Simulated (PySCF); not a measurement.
# Spin states of SnBr⁺

Unrestricted PBE0; basis Sn def2-SVP with ECP28, Br def2-SVP; scalar-relativistic core potentials; PySCF 2.14. Outer shells of the fragments: Sn+ 4d10 5s2 5p1; Br 3d10 4s2 4p5.

Followed along the bond (rough minima from three points):

```json
{"2Ms+1": "1", "unpaired": "none", "⟨S²⟩ at the start": "0.00", "R at minimum (Å)": "2.43", "Te (eV)": "0.00"}
{"2Ms+1": "3", "unpaired": "π ↑↑", "⟨S²⟩ at the start": "2.01", "R at minimum (Å)": "none in the scan", "Te (eV)": "≤ 3.12"}
```

Solutions found at the starting distance of 2.565 Å, counted from the lowest of them; the search is not exhaustive and high or unbound solutions are not listed, so other states can lie among these:

```csv
2Ms+1,unpaired,term,E (eV),⟨S²⟩,⟨Lz²⟩,μ (D)
1,none,¹Σ⁺,0.00,0.00,0.00,-4.90
3,π ↑↑,mixed,3.31,2.01,2.01,-0.01
3,"σ ↑, π ↑",³Π,3.37,2.01,1.00,-2.85
3,π ↑↑,mixed,3.45,2.01,2.01,-0.05
1,π ↑↓,mixed,3.47,1.01,2.01,-0.07
3,σ ↑↑,³Σ⁺,5.34,2.00,0.00,-2.50
3,"σ ↑, π ↑",³Π,5.40,2.00,1.01,-0.16
```

A term symbol is given only where ⟨S²⟩ and ⟨Lz²⟩ are close to those of a pure state; real π, δ and φ orbitals otherwise mix terms. A positive dipole points towards Br; it is taken about the centre of mass and depends on that origin.

Spin–orbit coupling is left out. Counting both spins, an empty level lies below a filled one in some of these solutions, because spin and occupation are held.
